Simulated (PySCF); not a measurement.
From one molecule to another.

First species: C5H15NSi.
Z-matrix (Å and degrees, GFN2-xTB geometry), rows numbered from 1:
```
C 
N   1  1.4508
C   2  1.4670  1  117.89
C   3  1.5338  2  112.81  1    68.94
C   3  1.5278  2  109.96  1   -52.98
Si  3  1.9253  2  103.71  1  -170.49
C   6  1.8934  3  109.75  2    59.38
H   1  1.0887  2  109.49  3    64.87
H   1  1.0993  2  114.34  3   -57.19
H   1  1.0899  2  108.09  3  -177.64
H   2  1.0155  1  108.57  3   123.21
H   4  1.0901  3  111.31  2   -64.32
H   4  1.0873  3  110.04  2   175.88
H   4  1.0892  3  110.63  2    56.37
H   5  1.0878  3  110.00  2  -166.65
H   5  1.0894  3  111.40  2    73.82
H   5  1.0867  3  110.11  2   -46.89
H   6  1.4717  3  109.37  2  -178.97
H   6  1.4709  3  108.44  2   -61.01
H   7  1.0858  6  111.57  3    67.40
H   7  1.0855  6  110.90  3   -52.87
H   7  1.0853  6  110.68  3  -172.82
```

Second species: C6H13FOSi2.
SMILES: `CC(C)[Si@@H](F)[C@@H]1OC=C[SiH2]1`

Levels: PBE0/pcSseg-1 for dipole moment, HOMO energy, LUMO energy and HOMO–LUMO gap; GFN2-xTB for rotational constant A and rotational constant C. Geometries: GFN2-xTB. Each structure is a single optimised conformer of the isolated species, non-relativistic unless stated; the electronic structure was computed with PySCF and density fitting.

Dipoles, sizes and rotational constants follow the conformer. The torsions of the flexible species, by atom-mapped SMILES:
- `[CH3:1][NH:2][C:3]([CH3:4])([CH3:5])[SiH2:6][CH3:7]`: C1–N2–C3–C4 69°, N2–C3–Si6–C7 59°
- `[CH3:1][CH:2]([CH3:3])[Si@@H:4]([F:5])[C@@H:6]1[O:7][CH:8]=[CH:9][SiH2:10]1`: C1–C2–Si4–F5 48°, C2–Si4–C6–O7 64°

Values for the first species:

* Dipole moment: 0.95 D
* HOMO energy: -6.17 eV
* LUMO energy: 1.12 eV
* HOMO–LUMO gap: 7.29 eV
* Rotational constant A: 2.758 GHz
* Rotational constant C: 1.292 GHz

(1) Estimate the same properties for the second species, and the change in each.

Results:

(1) 
| property | first | second | second less first |
| --- | --- | --- | --- |
| dipole moment | 0.95 D | 1.58 D | +0.63 D |
| HOMO energy | -6.17 eV | -6.78 eV | -0.61 eV |
| LUMO energy | 1.12 eV | 0.06 eV | -1.06 eV |
| HOMO–LUMO gap | 7.29 eV | 6.84 eV | -0.45 eV |
| rotational constant A | 2.758 GHz | 1.400 GHz | -1.358 GHz |
| rotational constant C | 1.292 GHz | 0.595 GHz | -0.697 GHz |

On the first: The dipole equals about 3.2 × 10⁻³⁰ C·m (1 D = 3.33564 × 10⁻³⁰ C·m).

On the second: The dipole equals about 5.3 × 10⁻³⁰ C·m (1 D = 3.33564 × 10⁻³⁰ C·m).
